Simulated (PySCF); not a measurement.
## Spinor energies of Tb³⁵⁺ (terbium, charge +35)

Start: [Ar] 3d10 4s2. Calculated with PySCF 2.14 in an even-tempered Gaussian basis (19 s from 1.6 bohr⁻², ratio 2.6; 15 p from 2 bohr⁻², ratio 2.6; 10 d from 2 bohr⁻², ratio 2.6; 6 f from 2.1 bohr⁻², ratio 2.8): generalised Hartree-Fock with the X2C-1e Hamiltonian and a Gaussian nucleus; spin-orbit coupling (SO) screened by Boettger's factors.

```csv
spinor shell,electrons,"ε, screened SO (eV)",weight of nominal j (screened SO),"rms radius, screened SO (bohr)"
1s1/2,2,-53705.5,1.000,0.0245
2s1/2,2,-10209.8,1.000,0.0987
2p1/2,2,-9761.5,1.000,0.0845
2p3/2,4,-9007.3,1.000,0.0909
3s1/2,2,-3350.9,1.000,0.251
3p1/2,2,-3155.7,1.000,0.242
3d3/2,4,-2668.9,1.000,0.226
3d5/2,6,-2633.0,1.000,0.229
4s1/2,2,-1556.7,1.000,0.513
```

Where does 3p3/2 lie, and what is the 3p spin-orbit splitting (screened SO)?

At -2990.6 eV, 165.09 eV above 3p1/2.

| quantity | screened SO |
| --- | --- |
| E (hartree) | -11003.30386 |
| M_J | 0 |
| ⟨J²⟩ | 0.000 |
| ⟨L²⟩ | 0.035 |
| ⟨S²⟩ | 0.035 |

Breit and QED terms are absent; they matter most for the inner s and p1/2 levels.

Densities and radii are taken from the X2C orbitals without a picture-change correction, which distorts them close to the nucleus.
